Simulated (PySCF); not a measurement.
## Radial density of Cs⁴⁷⁺ (caesium, charge +47)

BP86, [He] 2s2 2p4, high-spin 3P determinant. Calculation: PySCF 2.14, in an uncontracted even-tempered set (19 s from 22 bohr⁻², ratio 2.2; 12 p from 28 bohr⁻², ratio 2.2; 5 d from 120 bohr⁻², ratio 2.4; 5 f from 170 bohr⁻², ratio 2.4; 4 g from 260 bohr⁻², ratio 2.4); scalar relativity by spin-free X2C-1e.

```tsv
r (bohr)	4πr²ρ (e/bohr)	4πr²(ρα − ρβ)
0.0244	61.98	3.9996
0.0410	46.43	11.9462
0.0690	58.08	20.1960
0.116	43.54	13.0545
0.195	6.116	1.6877
0.328	0.05228	0.0146
```

Densities and radii are taken from the X2C orbitals without a picture-change correction, which distorts them close to the nucleus.

Spin-orbit coupling is strong in this species (close to jj coupling), so the high-spin LS determinant is a model state, not a physical level.
